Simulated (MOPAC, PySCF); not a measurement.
[Zn(CH3)(H)], neutral singlet in the gas phase. 

Cartesian coordinates (Å):
```xyz
6

Zn     0.0164    -0.0032    -0.0111
C     -1.5649     0.1639     1.1084
H     -2.2892    -0.6560     0.9121
H     -2.0917     1.1253     0.9255
H     -1.3034     0.1267     2.1880
H      1.2768    -0.1356    -0.9035
```
Charge 0, spin multiplicity 1.

All levels are single points at this geometry (BP86-D3(BJ)/def2-SVP); Pople sets use spherical d functions. Orbital energies aren't observables, and empty levels follow the basis.

```json
[
 {"level": "B3LYP-D3(BJ)/def2-TZVP in PySCF", "HOMO (eV)": "-7.33", "LUMO (eV)": "-0.54", "gap (eV)": "6.79", "dipole (D)": "0.48", "vertical IE, Delta-SCF (eV)": "–"},
 {"level": "PBE-D3(BJ)/def2-TZVP in PySCF", "HOMO (eV)": "-6.39", "LUMO (eV)": "-0.98", "gap (eV)": "5.41", "dipole (D)": "0.53", "vertical IE, Delta-SCF (eV)": "–"},
 {"level": "TPSSh-D3(BJ)/def2-TZVP in PySCF", "HOMO (eV)": "-6.93", "LUMO (eV)": "-0.53", "gap (eV)": "6.40", "dipole (D)": "0.52", "vertical IE, Delta-SCF (eV)": "–"},
 {"level": "B3LYP/3-21G in PySCF", "HOMO (eV)": "-7.09", "LUMO (eV)": "-0.44", "gap (eV)": "6.65", "dipole (D)": "0.49", "vertical IE, Delta-SCF (eV)": "–"},
 {"level": "B3LYP/6-311+G** (LANL2DZ on Zn) in PySCF", "HOMO (eV)": "-6.96", "LUMO (eV)": "-0.41", "gap (eV)": "6.56", "dipole (D)": "0.41", "vertical IE, Delta-SCF (eV)": "–"},
 {"level": "B3LYP/6-31G* (LANL2DZ on Zn) in PySCF", "HOMO (eV)": "-6.82", "LUMO (eV)": "-0.36", "gap (eV)": "6.46", "dipole (D)": "0.66", "vertical IE, Delta-SCF (eV)": "9.44"},
 {"level": "B3LYP/LANL2DZ in PySCF", "HOMO (eV)": "-6.86", "LUMO (eV)": "-0.34", "gap (eV)": "6.51", "dipole (D)": "0.57", "vertical IE, Delta-SCF (eV)": "–"},
 {"level": "BP86/6-31G* (LANL2DZ on Zn) in PySCF", "HOMO (eV)": "-5.93", "LUMO (eV)": "-0.68", "gap (eV)": "5.25", "dipole (D)": "0.74", "vertical IE, Delta-SCF (eV)": "–"},
 {"level": "HF/6-31G* (LANL2DZ on Zn) in PySCF", "HOMO (eV)": "-10.03", "LUMO (eV)": "1.61", "gap (eV)": "11.64", "dipole (D)": "0.45", "vertical IE, Delta-SCF (eV)": "8.83"},
 {"level": "AM1 in MOPAC", "HOMO (eV)": "-10.55", "LUMO (eV)": "1.33", "gap (eV)": "11.88", "dipole (D)": "0.60", "vertical IE, Delta-SCF (eV)": "–"},
 {"level": "PM3 in MOPAC", "HOMO (eV)": "-11.20", "LUMO (eV)": "0.57", "gap (eV)": "11.77", "dipole (D)": "1.29", "vertical IE, Delta-SCF (eV)": "–"},
 {"level": "PM6 in MOPAC", "HOMO (eV)": "-8.94", "LUMO (eV)": "-0.44", "gap (eV)": "8.50", "dipole (D)": "0.96", "vertical IE, Delta-SCF (eV)": "–"},
 {"level": "PM7 in MOPAC", "HOMO (eV)": "-8.35", "LUMO (eV)": "4.46", "gap (eV)": "12.81", "dipole (D)": "1.26", "vertical IE, Delta-SCF (eV)": "–"}
]
```
